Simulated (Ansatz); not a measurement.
`[Li][Ag]` + H₂O → `[Li][OH]` + `[AgH]` at 700 K and 1 bar (formal hydrolysis of a Li–Ag bond).

Gas-phase electronic energies from Ansatz, PBE0-D4/def2-TZVP geometries. CCSD(T)/CBS is the MP2 limit (def2-TZVPP, def2-QZVPP) plus CCSD(T) − MP2 in def2-TZVPP, frozen cores. This one scheme is used for every species. Elements past krypton have def2 core potentials. For Ag, Li outer-core shells are correlated without core-valence functions, which leaves a few kJ/mol of doubt a bond.

| species | CCSD(T)/CBS energy (Eh) | H − E (kJ/mol) | S (J/(mol·K)) |
| --- | --- | --- | --- |
| `[Li][Ag]` | -154.44244 | 26.5 | 262.9 |
| H₂O | -76.37941 | 80.5 | 218.4 |
| `[Li][OH]` | -83.31445 | 64.5 | 249.4 |
| `[AgH]` | -147.49153 | 31.6 | 230.4 |

H − E and S are ideal-gas, rigid-rotor, harmonic terms from PBE0-D4/def2-TZVP. 1 Eh = 2625.50 kJ/mol, R = 8.31446 J/(mol·K).

Task: By hand: ΔE, ΔH, ΔS and ΔG.

Result: ΔE = (-83.31445) + (-147.49153) − (-154.44244) − (-76.37941) = 0.01587 Eh = 41.7 kJ/mol. Δ(H − E) = 64.5 + 31.6 − 26.5 − 80.5 = -10.9, so ΔH = 30.8 kJ/mol. ΔS = 249.4 + 230.4 − 262.9 − 218.4 = -1.5 J/(mol·K). ΔG = 30.8 − 700 × (-1.5)/1000 = 31.9 kJ/mol.

Task: By hand: the equilibrium constant, and the temperature at which ΔG would vanish if ΔH and ΔS stayed fixed.

Result: log₁₀ K = −ΔG/(RT ln 10) = -2.4. ΔH and −TΔS have one sign here, so there is no such temperature.

The number of gas molecules stays the same, so ΔS is small and ΔH decides. A doubt of 5 kJ/mol in ΔE shifts log₁₀ K by 0.4 here. These are equilibria of isolated gas molecules and say nothing of rates. Largest T1 diagnostic: 0.028 (customary marks: 0.02 for closed shells, 0.045 for open ones).

ΔS is within the doubt of such terms, so its sign, and with it that verdict, could turn.
